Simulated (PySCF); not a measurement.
How the method moves the HOMO and LUMO of `[F][Al]([F])[C]1=CC1`

Species: C₃H₃AlF₂.
Z-matrix (Å and degrees, PBE0-D3(BJ)/def2-SVP geometry), rows numbered from 1:
```
F 
Al  1  1.6547
F   2  1.6537  1  116.55
C   2  1.8949  1  121.81  3   179.88
C   4  1.3110  2  149.40  1    -4.42
C   5  1.4765  4   66.26  2  -179.34
H   5  1.0889  4  147.28  6   179.08
H   6  1.1003  4  119.19  5   106.75
H   6  1.1003  4  119.34  5  -106.73
```

Basis pcSseg-2 throughout (PySCF), one geometry. Geometry: PBE0-D3(BJ)/def2-SVP; no solvent, vibrations or thermal averaging.

Problem. How do the orbital energies, the gap and the dipole change with the method?

Solution. 
| method | kind | HOMO (eV) | LUMO (eV) | gap (eV) | μ (D) | SCF cycles |
| --- | --- | --- | --- | --- | --- | --- |
| BLYP | GGA | -6.51 | -2.47 | 4.04 | 2.45 | 16 |
| B97-D | GGA | -6.58 | -2.45 | 4.13 | 2.39 | 16 |
| OPBE | GGA | -6.60 | -2.38 | 4.22 | 2.33 | 16 |
| PBE | GGA | -6.65 | -2.60 | 4.06 | 2.46 | 16 |
| KT2 | GGA | -6.67 | -2.62 | 4.05 | 2.53 | 16 |
| KT3 | GGA | -6.67 | -2.52 | 4.15 | 2.42 | 16 |
| BP86 | GGA | -6.74 | -2.66 | 4.07 | 2.46 | 16 |
| LDA | LDA | -6.81 | -2.87 | 3.94 | 2.58 | 15 |
| B97-2 | global hybrid | -7.51 | -1.70 | 5.81 | 2.46 | 14 |
| B3LYP | global hybrid | -7.55 | -1.93 | 5.62 | 2.51 | 14 |
| PBE0 | global hybrid | -7.77 | -1.70 | 6.06 | 2.51 | 14 |
| mPW1PW91 | global hybrid | -7.78 | -1.70 | 6.08 | 2.50 | 14 |
| BHandHLYP | global hybrid | -8.73 | -0.80 | 7.93 | 2.57 | 13 |
| CAM-B3LYP | range-separated hybrid | -9.07 | -0.68 | 8.39 | 2.49 | 13 |
| wB97X-D | range-separated hybrid | -9.59 | 0.07 | 9.66 | 2.47 | 14 |
| HF | Hartree–Fock | -10.13 | 1.34 | 11.47 | 2.61 | 12 |
| LC-wPBE | range-separated hybrid | -10.44 | 0.48 | 10.91 | 2.39 | 14 |

The HOMO spans 3.93 eV, from BLYP down to LC-wPBE, and the gap runs from 3.94 eV (LDA) to 11.47 eV (HF). Over the methods BLYP (0 %), B97-D (0 %), OPBE (0 %), PBE (0 %), KT2 (0 %), KT3 (0 %), BP86 (0 %), LDA (0 %), B97-2 (21 %), B3LYP (20 %), PBE0 (25 %), mPW1PW91 (25 %), BHandHLYP (50 %), HF (100 %), a straight line through the gap against the share of exact exchange rises by 0.75 eV for each 10 % (correlation coefficient 0.999). The dipole ranges from 2.33 D (OPBE) to 2.61 D (HF). This basis has no diffuse functions.
